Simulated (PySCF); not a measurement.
B₂F₃H₃Si.
Bonds: F1–B2, B2–Si3, Si3–B4, B4–F5, B4–F6. Hydrogens: H7 on B2; H8, H9 on Si3.

Computed by this run: PySCF, PBE0-D3(BJ)/def2-SVP geometry optimisation, gas phase; density fitting, grid level 1; the optimiser is geomeTRIC in internal coordinates, started from a GFN2-xTB structure with every atom displaced at random (about 0.01 Å).

The end geometry, which sets the zero of energy:
```
atom  x, y, z in Å
F1     -2.3377    1.1558   -0.5734
B2     -1.7042    0.0005   -0.4905
Si3    -0.0461   -0.1870    0.6818
B4      1.5548    0.2897   -0.4775
F5      2.1544    1.4633   -0.4302
F6      2.0191   -0.5727   -1.3615
H7     -2.1313   -0.9099   -1.1706
H8      0.0963   -1.6155    1.1064
H9     -0.0887    0.6998    1.8847
```

Problem. These geometries come from the run, each turned onto the end geometry. Order them by energy, lowest first.
A.
```
atom  x, y, z in Å
F1     -2.2488    1.1875   -0.5985
B2     -1.6791   -0.0021   -0.4905
Si3    -0.0455   -0.2243    0.7083
B4      1.5278    0.2853   -0.4764
F5      2.0753    1.4870   -0.4660
F6      2.0168   -0.5614   -1.3625
H7     -2.1395   -0.8928   -1.1742
H8      0.1087   -1.6469    1.1411
H9     -0.0992    0.6916    1.8879
```
B.
```
atom  x, y, z in Å
F1     -2.2425    1.1982   -0.6008
B2     -1.6848   -0.0019   -0.4907
Si3    -0.0412   -0.2280    0.7102
B4      1.5166    0.2811   -0.4949
F5      2.0536    1.4913   -0.4394
F6      2.0335   -0.5738   -1.3629
H7     -2.1499   -0.8929   -1.1747
H8      0.1238   -1.6510    1.1432
H9     -0.0925    0.7010    1.8792
```
C.
```
atom  x, y, z in Å
F1     -2.2462    1.1379   -0.5833
B2     -1.6965   -0.0192   -0.4834
Si3    -0.0831   -0.2075    0.6276
B4      1.5609    0.2814   -0.4636
F5      2.1018    1.4587   -0.4656
F6      2.0755   -0.5321   -1.3440
H7     -2.1914   -0.8608   -1.1266
H8      0.1009   -1.5716    1.1424
H9     -0.1053    0.6370    1.8657
```

Solution. A (0.003 eV), B (0.012 eV), C (0.176 eV).

In the order of the answer:

```csv
step,E above end (eV),largest force (eV/Å),rms force component (eV/Å),rms distance from end (Å),rms bond change (Å),bond most changed (Å)
2,0.003,0.13,0.050,0.052,0.002,F1–B2 +0.003
1,0.012,0.33,0.136,0.059,0.005,B2–Si3 +0.009
0,0.176,2.01,0.661,0.066,0.035,B2–Si3 -0.071
```

What follows is the cost of the whole optimisation. Hardware: one thread, Arm Neoverse V1 (aarch64) (shared host). Cost: 31 s, 0.41 GiB resident at most.
